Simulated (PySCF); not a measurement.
**CdP: script and output**

Input:

```python
from pyscf import gto, dft

mol = gto.M(
    atom='Cd 0 0 0; P 0 0 2.342',
    basis='sbkjc',
    ecp={'Cd': 'sbkjc', 'P': 'sbkjc'},
    charge=0,
    spin=3,
    verbose=4,
)
mf = dft.UKS(mol, xc='hcth407')
mf.kernel()
mf.mulliken_pop()
mf.dip_moment()
print('orbital energies (hartree):', [e[max(0, n-3):n+3].round(4) for e, n in zip(mf.mo_energy, mol.nelec)])
```

```bash
$ OMP_NUM_THREADS=1 python input.py
```

Output (some set-up lines and the per-cycle HOMO/LUMO lines with their warnings removed):

```
PySCF version 2.14.0

[INPUT] verbose = 4
[INPUT] num. atoms = 2
[INPUT] num. electrons = 25
[INPUT] charge = 0
[INPUT] spin (= nelec alpha-beta = 2S) = 3
[INPUT] symmetry False subgroup None
[INPUT] Mole.unit = angstrom
[INPUT] Symbol           X                Y                Z      unit          X                Y                Z       unit  Magmom
[INPUT]  1 Cd     0.000000000000   0.000000000000   0.000000000000 AA    0.000000000000   0.000000000000   0.000000000000 Bohr   0.0
[INPUT]  2 P      0.000000000000   0.000000000000   2.342000000000 AA    0.000000000000   0.000000000000   4.425738583731 Bohr   0.0

nuclear repulsion = 22.5950986729291
number of shells = 15
number of NR pGTOs = 73
number of NR cGTOs = 39
basis = sbkjc
ecp = {'Cd': 'sbkjc', 'P': 'sbkjc'}

******** <class 'pyscf.dft.uks.UKS'> ********
method = UKS
initial guess = minao
damping factor = 0
level_shift factor = 0
DIIS = <class 'pyscf.scf.diis.CDIIS'>
diis_start_cycle = 1
diis_space = 8
diis_damp = 0
SCF conv_tol = 1e-09
SCF conv_tol_grad = None
SCF max_cycles = 50
direct_scf = True
direct_scf_tol = 1e-13
number electrons alpha = 14  beta = 11
XC library pyscf.dft.libxc version 7.0.0
    S. Lehtola, C. Steigemann, M. J.T. Oliveira, and M. A.L. Marques.,  SoftwareX 7, 1–5 (2018)
XC functionals = hcth407
    A. D. Boese and N. C. Handy.,  J. Chem. Phys. 114, 5497 (2001)
radial grids:
    Treutler-Ahlrichs [JCP 102, 346 (1995); DOI:10.1063/1.469408] (M4) radial grids

becke partition: Becke, JCP 88, 2547 (1988); DOI:10.1063/1.454033
pruning grids: <function nwchem_prune>
grids dens level: 3
symmetrized grids: False
atomic radii adjust function: <function treutler_atomic_radii_adjust>
small_rho_cutoff = 0
Set gradient conv threshold to 3.16228e-05
tot grids = 41576
init E= -145.311707372815

cycle= 1 E= -136.626191016902  delta_E= 8.69  |g|= 7.87  |ddm|= 15.2

cycle= 2 E= -147.641019594182  delta_E=  -11  |g|= 6.94  |ddm|= 17.1

cycle= 3 E= -173.23734469058  delta_E= -25.6  |g|= 1.06  |ddm|= 8.87

cycle= 4 E= -173.142781677858  delta_E= 0.0946  |g|= 0.749  |ddm|= 3.19

cycle= 5 E= -173.720206466557  delta_E= -0.577  |g|= 0.32  |ddm|= 2.65

cycle= 6 E= -173.848162517572  delta_E= -0.128  |g|= 0.154  |ddm|= 1.83

cycle= 7 E= -173.875885290132  delta_E= -0.0277  |g|= 0.0283  |ddm|= 0.486

cycle= 8 E= -173.876570976657  delta_E= -0.000686  |g|= 0.0119  |ddm|= 0.121

cycle= 9 E= -173.876791982586  delta_E= -0.000221  |g|= 0.00575  |ddm|= 0.0627

cycle= 10 E= -173.876849142574  delta_E= -5.72e-05  |g|= 0.0011  |ddm|= 0.0275

cycle= 11 E= -173.876850865242  delta_E= -1.72e-06  |g|= 0.000166  |ddm|= 0.00593

cycle= 12 E= -173.876850907141  delta_E= -4.19e-08  |g|= 5.74e-05  |ddm|= 0.000846

cycle= 13 E= -173.876850909773  delta_E= -2.63e-09  |g|= 1.38e-05  |ddm|= 0.000162

cycle= 14 E= -173.876850909941  delta_E= -1.68e-10  |g|= 1.46e-06  |ddm|= 3.38e-05

Extra cycle  E= -173.876850909942  delta_E= -1.48e-12  |g|= 8.01e-07  |ddm|= 9.21e-06
converged SCF energy = -173.876850909942  <S^2> = 3.7578795  2S+1 = 4.0039378
 ** Mulliken pop       alpha | beta **
pop of  0 Cd 4s        0.41584 | 0.41134
pop of  0 Cd 5s        0.46488 | 0.31579
pop of  0 Cd 6s        0.55296 | 0.33243
pop of  0 Cd 7s        0.57121 | 0.57895
pop of  0 Cd 4px       0.55695 | 0.55552
pop of  0 Cd 4py       0.55695 | 0.55552
pop of  0 Cd 4pz       0.56616 | 0.55825
pop of  0 Cd 5px       0.03439 | 0.01123
pop of  0 Cd 5py       0.03439 | 0.01123
pop of  0 Cd 5pz       0.17194 | 0.05575
pop of  0 Cd 6px       0.01967 | -0.00106
pop of  0 Cd 6py       0.01967 | -0.00106
[27 lines left out]
In total            14.00000 | 11.00000
 ** Mulliken atomic charges   ( Nelec_alpha | Nelec_beta ) **
charge of  0Cd =     -0.02017  (    10.32840      9.69177 )
charge of  1P =      0.02017  (     3.67160      1.30823 )
Dipole moment(X, Y, Z, Debye): -0.00000,  0.00000, -0.48795
orbital energies (hartree): [array([-0.2361, -0.2361, -0.161 , -0.0414, -0.0414,  0.0298]), array([-0.476 , -0.4403, -0.2411, -0.1773, -0.1773, -0.1292])]
```

In short: E(SCF) = -173.876851 Eh, 14 cycles, ⟨S²⟩ = 3.758, μz(SCF) = -0.49 D.

Run time: 2.7 s on 1 thread of Arm Neoverse V2 (shared host), peak memory 0.18 GiB.

The bond length is a typed value, not an optimised one. No search for the lowest solution was made.
